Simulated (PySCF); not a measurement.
# Input and output of a scripted DFT run

The script drives PySCF SCF with an in-house response code with single-precision fitted integrals, so total energies wander by about 1e-6 Eh between cycles (the fitting error itself is about 1e-3 Eh and cancels in differences); atoms count from 0. Pop asks for populations, which are stored and not printed.

Job and coordinates (Å):

```
{"job": {"kind": "nmr", "xc": "PBE0", "basis": "pcSseg-1", "pop": false}, "charge": 0, "multiplicity": 1}
C      2.729816    -0.841307    -0.454206
C      1.424488    -0.558940    -0.250522
C      1.274030     0.881913    -0.073122
C     -0.034450     1.448892     0.161448
C     -0.193881     2.824088     0.332979
C     -1.436279     3.375951     0.556659
C     -2.546094     2.546512     0.613345
C     -2.403742     1.184571     0.447146
C     -1.156787     0.595700     0.217794
C     -1.005326    -0.852346     0.041923
C     -2.100406    -1.719944     0.092993
C     -1.957923    -3.082142    -0.072633
C     -0.704180    -3.629826    -0.298706
C      0.393249    -2.798958    -0.355999
C      0.265476    -1.419895    -0.189311
C      2.489103     1.464141    -0.171186
C      3.522131     0.420109    -0.422540
H      3.181882    -1.801385    -0.619459
H      0.676567     3.460509     0.285675
H     -1.543448     4.442716     0.687051
H     -3.526192     2.965745     0.788966
H     -3.292856     0.577058     0.497882
H     -3.092745    -1.335673     0.266765
H     -2.827145    -3.722122    -0.025911
H     -0.588503    -4.695709    -0.430093
H      1.373604    -3.214790    -0.530689
H      2.731916     2.507262    -0.090467
H      4.282019     0.403346     0.363427
H      4.053733     0.591297    -1.362694
```

Command:

```bash
OMP_NUM_THREADS=1 python large_run.py task.json out
```

Task: What does the program print?

Result: 
```
start: PBE on a coarse grid of 24543 points
cycle   1  E = -653.8182529635  dE =  2.845e+00  |g| = 7.385e-01  |ddm| = 7.148e+00
cycle   2  E = -653.7078343857  dE =  1.104e-01  |g| = 9.853e-01  |ddm| = 2.778e+00
cycle   3  E = -653.9723574650  dE = -2.645e-01  |g| = 1.234e-01  |ddm| = 1.773e+00
cycle   4  E = -653.9741022312  dE = -1.745e-03  |g| = 8.968e-02  |ddm| = 2.385e-01
cycle   5  E = -653.9763488739  dE = -2.247e-03  |g| = 2.019e-02  |ddm| = 1.400e-01
cycle   6  E = -653.9764120956  dE = -6.322e-05  |g| = 1.357e-02  |ddm| = 3.432e-02
cycle   7  E = -653.9764542665  dE = -4.217e-05  |g| = 3.827e-03  |ddm| = 1.712e-02
final grid: 228420 points
cycle   8  E = -654.1704645210  dE = -9.319e-03  |g| = 4.086e-02  |ddm| = 7.963e-01
cycle   9  E = -654.1705841757  dE = -1.197e-04  |g| = 3.352e-02  |ddm| = 8.288e-02
cycle  10  E = -654.1708840003  dE = -2.998e-04  |g| = 7.134e-03  |ddm| = 6.663e-02
cycle  11  E = -654.1708904257  dE = -6.425e-06  |g| = 4.716e-03  |ddm| = 1.566e-02
cycle  12  E = -654.1708959885  dE = -5.563e-06  |g| = 6.581e-04  |ddm| = 5.394e-03
cycle  13  E = -654.1708982330  dE = -2.244e-06  |g| = 3.694e-04  |ddm| = 1.426e-03
cycle  14  E = -654.1708967893  dE =  1.444e-06  |g| = 8.758e-05  |ddm| = 6.307e-04
converged SCF energy = -654.1708967893

GIAO shielding tensors (ppm)
atom      isotropic    diamagn.    paramagn.     s11        s22        s33       span
  0 C       54.429     252.266    -197.837    -32.653     43.350    152.588    185.241
  1 C       39.758     252.575    -212.818    -56.327     38.287    137.314    193.640
  2 C       39.768     252.589    -212.821    -56.334     38.295    137.343    193.677
  3 C       53.049     248.861    -195.811    -36.115     17.435    177.828    213.943
  4 C       55.558     246.856    -191.299    -49.358     44.068    171.964    221.322
  5 C       53.730     254.707    -200.977    -55.832     40.740    176.282    232.113
  6 C       53.525     252.964    -199.439    -56.255     41.987    174.844    231.099
  7 C       58.705     249.171    -190.466    -45.368     42.615    178.868    224.236
  8 C       52.292     248.236    -195.944    -34.993     16.367    175.501    210.494
  9 C       52.286     248.274    -195.988    -35.002     16.360    175.500    210.502
 10 C       58.673     249.175    -190.502    -45.408     42.602    178.824    224.232
 11 C       53.504     252.965    -199.461    -56.257     41.919    174.849    231.105
 12 C       53.728     254.712    -200.984    -55.843     40.779    176.249    232.092
 13 C       55.571     246.879    -191.308    -49.311     44.033    171.991    221.302
 14 C       53.064     248.841    -195.778    -36.128     17.471    177.848    213.976
 15 C       54.386     252.277    -197.890    -32.698     43.317    152.540    185.238
 16 C      141.556     257.233    -115.677    126.287    144.856    153.525     27.238
 17 H       24.394      35.536     -11.142     20.556     24.799     27.827      7.271
 18 H       23.340      34.277     -10.937     17.885     23.205     28.929     11.044
 19 H       24.073      28.795      -4.723     20.486     24.829     26.903      6.417
 20 H       24.036      28.735      -4.698     20.236     24.880     26.992      6.756
 21 H       23.309      35.032     -11.724     17.286     23.535     29.105     11.819
 22 H       23.303      35.032     -11.728     17.282     23.530     29.098     11.817
 23 H       24.035      28.734      -4.699     20.237     24.878     26.989      6.751
 24 H       24.070      28.796      -4.726     20.481     24.829     26.900      6.419
 25 H       23.344      34.285     -10.941     17.888     23.210     28.935     11.047
 26 H       24.393      35.540     -11.147     20.556     24.798     27.826      7.270
 27 H       28.310      28.941      -0.630     23.335     26.341     35.255     11.921
 28 H       28.304      28.939      -0.635     23.332     26.336     35.245     11.913
```

Task: Roughly how long does this take on 1 thread of Arm Neoverse V2 (shared host), and how large is the basis?

Result: About 37 s of wall time, peak memory 0.78 GiB; 349 basis functions and 965 fitting functions.
